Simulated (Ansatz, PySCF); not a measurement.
GaFBr2, SMILES [F][Ga]([Br])[Br]. Atoms are numbered in the order given.

```xyz
4

Ga     0.0000     0.0000     0.5291
F      0.0000     0.0000     2.2693
Br     0.0000     1.9781    -0.5289
Br     0.0000    -1.9781    -0.5289
```

Geometry optimised at ωB97X-D3(BJ)/def2-SVP. The structure was generated by enumeration; whether it is a known compound was not checked.

Two levels are set side by side: PBE-D3(BJ)/def2-SVP (Ansatz, a first-principles code) and ωB97X-D3(BJ)/def2-SVP (PySCF). Each level has its own optimised geometry; the coordinates shown are those of the second. Frequencies come from the Hessian of PySCF at each geometry. Differences are taken from unrounded values.

```csv
quantity,ωB97X-D3(BJ)
mean bond length (Å),2.076
bond Ga1–F2 (Å),1.740
bond Ga1–Br3 (Å),2.243
bond Ga1–Br4 (Å),2.243
highest harmonic wavenumber (cm⁻¹),734
mean harmonic wavenumber (cm⁻¹),300
zero-point energy (kcal/mol),2.57
```

Task: What does PBE-D3(BJ) give, and how far is it from ωB97X-D3(BJ)? (Estimate from the structure and the level; the computed values follow.)

Result: 
```csv
quantity,PBE-D3(BJ),PBE-D3(BJ) minus ωB97X-D3(BJ)
mean bond length (Å),2.102,0.026
bond Ga1–F2 (Å),1.758,0.018
bond Ga1–Br3 (Å),2.273,0.030
bond Ga1–Br4 (Å),2.273,0.030
highest harmonic wavenumber (cm⁻¹),693,-41
mean harmonic wavenumber (cm⁻¹),279,-21
zero-point energy (kcal/mol),2.39,-0.18
```

Exact exchange shortens and stiffens bonds; PBE has none. Differences between two approximate levels are no errors against the true value.
